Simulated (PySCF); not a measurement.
Ge(H)3(NH2) (GeH5N), SMILES [GeH3][NH2]. Coordinates come from a PBE0-D3(BJ)/def2-TZVP optimisation.

Level of theory: PBE0-D3(BJ)/def2-TZVP (PySCF).

Harmonic wavenumbers (cm⁻¹): 173, 541, 576, 642, 710, 857, 883, 890, 947, 1585, 2102, 2165, 2169, 3555, 3647. Rotational constants (GHz): 62.91, 9.530, 9.331; symmetry number 1.

Q: Work out the zero-point energy and the ideal-gas rigid-rotor harmonic-oscillator thermochemistry at 298.15 K and 1 atm.

A: ZPE = ½ Σ hcν = ½ × 21439 cm⁻¹ = 128.24 kJ/mol. H − E(el) = 141.95 kJ/mol. Entropy in J/(mol K): translation 165.10, rotation 90.29, vibration 19.76, total 275.15. G − E(el) = 59.92 kJ/mol. Cp = 66.69 J/(mol K).
